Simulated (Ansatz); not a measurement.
Mulliken charges of C$_{2}$H$_{3}$Cl$_{2}$In (`C=[CH][In]([Cl])[Cl]`) from B3LYP/def2-TZVPP in Ansatz (PBE0-D4/def2-TZVP geometry).

| atom | x (Å) | y (Å) | z (Å) | charge (e) |
| --- | --- | --- | --- | --- |
| C1 | -0.220 | -0.993 | 1.167 | -0.194 |
| C2 | 0.310 | 0.161 | 0.776 | -0.262 |
| In3 | 0.099 | 0.803 | -1.220 | 0.837 |
| Cl4 | -1.070 | -0.523 | -2.728 | -0.376 |
| Cl5 | 0.918 | 2.754 | -2.160 | -0.363 |
| H6 | -0.122 | -1.342 | 2.192 | 0.115 |
| H7 | -0.772 | -1.642 | 0.493 | 0.120 |
| H8 | 0.856 | 0.782 | 1.479 | 0.124 |

Task: By hand: the dipole of these point charges (1 e Å = 4.8032 D).

Result: Σ q r = (0.113, -0.235, 0.854) e Å, of length 0.893 e Å = 4.29 D.

Task: How does the dipole of the full density compare? (An estimate is asked.)

Result: Computed: (0.081, -0.230, 0.735) e Å, 3.72 D; the point charges give 1.15 times that, at 2° from its direction.

Point charges leave out the atoms' own dipoles, such as those of lone pairs, and Mulliken's split depends on the basis, so the two needn't agree.

B3LYP here is the variant with VWN-RPA as its local correlation; programs differ in this.
